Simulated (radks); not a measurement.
All-electron atom: the ytterbium ion Yb+ in [Xe] 4f14 7s1 (not the ground configuration).

All-electron calculation, scalar-relativistic Kohn-Sham, XLYP, spin-polarised, spherical densities, point nucleus; open shells are filled with parallel spins first (spin-orbit coupling, left out, can overturn this in heavy ions). Program: a radial shooting solver on a logarithmic mesh with Libxc functionals.

Energy parts (eV):
| part | energy |
|---|---|
| total | -382621.42 |
| kinetic | 417048.13 |
| electron-nucleus | -941174.63 |
| Hartree | 149513.05 |
| exchange-correlation | -8007.97 |

Orbitals (lengths in bohr, moments of r in powers of bohr; r(max) is where P^2 peaks):
| orbital | occ. | eigenvalue (eV) | r(max) | <r> |
|---|---|---|---|---|
| 1s up | 1 | -61267.08 | 0.01237 | 0.01966 |
| 1s down | 1 | -61267.08 | 0.01237 | 0.01966 |
| 2s up | 1 | -10388.67 | 0.07057 | 0.08332 |
| 2s down | 1 | -10388.67 | 0.07057 | 0.08332 |
| 2p up | 3 | -9156.514 | 0.05755 | 0.07414 |
| 2p down | 3 | -9156.512 | 0.05755 | 0.07414 |
| 3s up | 1 | -2349.279 | 0.1994 | 0.2167 |
| 3s down | 1 | -2349.277 | 0.1994 | 0.2167 |
| 3p up | 3 | -1977.956 | 0.1966 | 0.2162 |
| 3p down | 3 | -1977.954 | 0.1966 | 0.2162 |
| 3d up | 5 | -1526.124 | 0.1602 | 0.1961 |
| 3d down | 5 | -1526.122 | 0.1602 | 0.1961 |
| 4s up | 1 | -470.2163 | 0.4550 | 0.4879 |
| 4s down | 1 | -470.2131 | 0.4550 | 0.4879 |
| 4p up | 3 | -348.3688 | 0.4762 | 0.5183 |
| 4p down | 3 | -348.3652 | 0.4762 | 0.5183 |
| 4d up | 5 | -188.1012 | 0.4909 | 0.5602 |
| 4d down | 5 | -188.0966 | 0.4909 | 0.5602 |
| 4f up | 7 | -13.2420 | 0.4831 | 0.7828 |
| 4f down | 7 | -13.2331 | 0.4831 | 0.7830 |
| 5s up | 1 | -65.3137 | 1.070 | 1.207 |
| 5s down | 1 | -65.2964 | 1.070 | 1.207 |
| 5p up | 3 | -37.7501 | 1.232 | 1.444 |
| 5p down | 3 | -37.7229 | 1.232 | 1.444 |
| 7s up | 1 | -4.6456 | 6.900 | 7.261 |

The highest occupied level is 7s up at -4.646 eV. Summed over all electrons, <r^2> = 94.58 bohr^2, which gives a Langevin (diamagnetic) susceptibility term of -74.9 x 10^-6 cm^3/mol.

Empty levels of this run are not shown, since the potential may be unsettled where no density lies.
